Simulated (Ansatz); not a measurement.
Isolated molecules relaxed with PBE0-D4/def2-TZVP in Ansatz; ΔE leaves out vibrations. CBS: MP2 limit from def2 TZ/QZ plus the TZ coupled-cluster correction, frozen cores. Functionals use def2-TZVPP. B3LYP here is the variant with VWN-RPA as its local correlation; programs differ in this. Elements past krypton have def2 core potentials. For In outer-core shells are correlated without core-valence functions, which leaves a few kJ/mol of doubt a bond. Each species was taken in one conformer, which may not be the lowest.

Consider the formal exchange of groups at the In–S bond: `[OH][In]([SH])[SH]` + `C=C(F)CCl` → `[OH][In]([SH])[Cl]` + `C=C(F)CS`.

Q: Is it downhill or uphill in electronic energy at CCSD(T)/CBS, and by how much? (An estimate is asked.)

A: Computed: Downhill: ΔE = -42.2 kJ/mol.

Q: What do these levels give: PBE0-D4, B3LYP-D4, r2SCAN, PBE0, HF/def2-TZVPP, CCSD/CBS(def2)? (Estimate.)

A: Computed: PBE0-D4 -41.4, B3LYP-D4 -42.2, r2SCAN -42.3, PBE0 -41.0, HF/def2-TZVPP -51.0, CCSD/CBS(def2) -43.7 kJ/mol.

Largest T1 diagnostic among the species: 0.015.

From PBE to PBE0 (25 % exact exchange), in def2-TZVPP and without D4, ΔE moves by −3.1 kJ/mol. In def2-TZVPP, CCSD(T) changes the Hartree–Fock value by +9.4 kJ/mol (the triples alone add +1.5 kJ/mol) and MP2 by +9.1 kJ/mol.
